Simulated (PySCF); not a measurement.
SMILES [Al]([O]CC)([O]CC)[NH2] (C4H12AlNO2) (GFN2-xTB optimised geometry):

```
20

Al     0.735    -0.751     0.000
O      0.030    -2.244    -0.003
C     -0.953    -3.230     0.009
C     -2.355    -2.641     0.094
H     -0.857    -3.830    -0.906
H     -0.775    -3.888     0.871
H     -2.526    -1.989    -0.760
H     -3.100    -3.433     0.102
H     -2.446    -2.048     1.001
O     -0.180     0.630     0.000
C     -0.449     1.996     0.016
C      0.822     2.828     0.127
H     -0.982     2.260    -0.907
H     -1.108     2.213     0.868
H      1.469     2.622    -0.722
H      0.580     3.888     0.146
H      1.351     2.564     1.040
N      2.513    -0.751     0.000
H      3.100     0.067    -0.002
H      3.071    -1.588    -0.008
```

Calculation: PySCF with B3LYP/def2-SVP.

Question: What are the frontier orbital energies and the dipole moment?

Answer: HOMO-2 -7.23 eV, HOMO-1 -7.21 eV, HOMO -6.38 eV, LUMO 0.30 eV, LUMO+1 1.36 eV; dipole moment 0.71 D.

Meta-Löwdin charges at B3LYP/def2-SVP: Al1 1.05, O2 -0.62, C3 0.08, C4 -0.29, H5 0.08, H6 0.08, H7 0.10, H8 0.09, H9 0.09, O10 -0.62, C11 0.08, C12 -0.29, H13 0.08, H14 0.08, H15 0.09, H16 0.10, H17 0.09, N18 -0.70, H19 0.21, H20 0.21.
